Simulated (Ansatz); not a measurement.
`CC(=O)SCCCCc1ccc2ccc3cccc4ccc1c2c34` with charge -1, relaxed as a doublet with UKS PBE-D4/def2-SVP in Ansatz, starting from the PBE-D4/def2-SVP geometry of the neutral singlet. Force threshold 0.03 eV/Å.

Single mean-field runs in def2-SVP are fitted with def2-universal-jkfit. The highest occupied level of the relaxed charge -1 doublet lies above zero (up to 0.99 eV). By energy differences its removal costs 0.46 eV (each at its own geometry, to the charge 0 singlet, at PBE0-D4/def2-TZVP). The gap within one spin of the relaxed charge -1 doublet nearly closes, so an electron or hole may be smeared out by delocalisation error. The relaxation made no stability test and no search for a lower SCF solution.

Start:

```xyz
44

C     3.7093    3.6373    5.5051
C     2.8384    3.3433    4.3026
O     3.2237    2.7530    3.3099
S     1.1594    3.9722    4.4872
C     0.4737    3.4010    2.8939
C    -0.0317    1.9576    2.9375
C    -0.6078    1.4688    1.6019
C     0.4173    1.4193    0.4499
C    -0.1461    0.8000   -0.8073
C    -0.6444    1.6337   -1.8258
C    -1.2276    1.1193   -2.9874
C    -1.3406   -0.2734   -3.1800
C    -1.9366   -0.8382   -4.3607
C    -2.0368   -2.1969   -4.5290
C    -1.5479   -3.1073   -3.5282
C    -1.6411   -4.5090   -3.6781
C    -1.1562   -5.3722   -2.6866
C    -0.5682   -4.8582   -1.5239
C    -0.4530   -3.4634   -1.3290
C     0.1470   -2.8991   -0.1521
C     0.2485   -1.5399    0.0188
C    -0.2409   -0.6129   -0.9696
C    -0.8409   -1.1530   -2.1605
C    -0.9465   -2.5696   -2.3386
H     4.5671    4.2607    5.1805
H     4.1244    2.6832    5.8879
H     3.1616    4.1554    6.3144
H    -0.3364    4.1139    2.6359
H     1.2954    3.5166    2.1583
H    -0.8039    1.8648    3.7303
H     0.8116    1.2999    3.2394
H    -1.4647    2.1093    1.2961
H    -1.0334    0.4533    1.7484
H     0.7621    2.4468    0.2129
H     1.3217    0.8726    0.7923
H    -0.5664    2.7255   -1.6987
H    -1.6041    1.8006   -3.7662
H    -2.3144   -0.1506   -5.1337
H    -2.4960   -2.6154   -5.4382
H    -2.1032   -4.9170   -4.5906
H    -1.2379   -6.4613   -2.8227
H    -0.1874   -5.5384   -0.7463
H     0.5324   -3.5843    0.6191
H     0.7205   -1.1483    0.9310
```

Task: Estimate the energy that the relaxation releases and the steps that it takes.

Result: 1.7 kcal/mol, in 18 steps; 70 s on 2 threads of AMD EPYC 7R13 on a shared host and a share (18 GiB) of an NVIDIA H100 80GB HBM3. No frequencies were taken in this run, so the end may be a saddle point.

Task: Does the start keep its bonding?

Result: By distances, no bond broke or formed. The bond that changes most is C20–C21, from 1.37 to 1.39 Å (atoms count from 1).

Task: Predict the relaxed structure.

Result: 
```
atom    x (Å)    y (Å)    z (Å)
  C1   3.6448   4.2444   5.6778
  C2   2.9096   3.8792   4.4073
  O3   3.4622   3.7000   3.3241
  S4   1.1213   3.7058   4.6725
  C5   0.6040   3.1487   3.0118
  C6   0.1200   1.6964   2.9888
  C7  -0.4764   1.2692   1.6393
  C8   0.5156   1.2620   0.4578
  C9  -0.0754   0.7056  -0.8148
 C10  -0.5258   1.5777  -1.8215
 C11  -1.1294   1.1226  -2.9968
 C12  -1.3174  -0.2734  -3.2195
 C13  -1.9300  -0.7863  -4.4007
 C14  -2.0990  -2.1510  -4.5979
 C15  -1.6657  -3.1007  -3.6261
 C16  -1.8271  -4.5091  -3.8047
 C17  -1.3868  -5.4073  -2.8244
 C18  -0.7782  -4.9532  -1.6479
 C19  -0.5916  -3.5551  -1.4201
 C20   0.0252  -3.0431  -0.2433
 C21   0.1937  -1.6769  -0.0414
 C22  -0.2414  -0.7138  -1.0022
 C23  -0.8666  -1.2018  -2.2108
 C24  -1.0407  -2.6146  -2.4186
 H25   4.3202   5.1050   5.4808
 H26   4.2902   3.3952   5.9987
 H27   2.9564   4.4977   6.5079
 H28  -0.1933   3.8394   2.6639
 H29   1.5034   3.3008   2.3758
 H30  -0.6401   1.5530   3.7883
 H31   0.9730   1.0331   3.2548
 H32  -1.3330   1.9319   1.3815
 H33  -0.9087   0.2516   1.7447
 H34   0.8701   2.2981   0.2680
 H35   1.4206   0.6855   0.7598
 H36  -0.3901   2.6634  -1.6705
 H37  -1.4647   1.8361  -3.7669
 H38  -2.2714  -0.0684  -5.1655
 H39  -2.5756  -2.5245  -5.5199
 H40  -2.3045  -4.8752  -4.7282
 H41  -1.5214  -6.4912  -2.9821
 H42  -0.4335  -5.6664  -0.8815
 H43   0.3747  -3.7589   0.5196
 H44   0.6828  -1.3317   0.8820
```
Bond lengths: 24 × C–C 1.39 to 1.54 Å; 2 × C–S 1.82 to 1.83 Å; 1 × C–O 1.23 Å; 20 × C–H 1.10 to 1.11 Å.
